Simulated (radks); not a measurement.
Problem. The mean radii <r> (bohr) of the occupied orbitals of an atom or ion are listed with their occupations. Method: non-relativistic Kohn-Sham, BLYP, spin-polarised, spherical densities, point nucleus; computed with a radial shooting solver on a logarithmic mesh with Libxc functionals.

orbital  occ.     <r>
1s          2  0.1764
2p          6  0.9887

Name the element and its charge. Open shells, if any, are filled with parallel spins first.

Solution. Z = 9, fluorine, charge +1: F+ in [He] 2p6. The 1s radius gives Z: for a bare nucleus <r> = 1.5/Z, 0.1667 bohr for Z = 9, and screening makes it slightly larger (0.1764 here). The occupations add up to 8, and the charge is Z minus that.
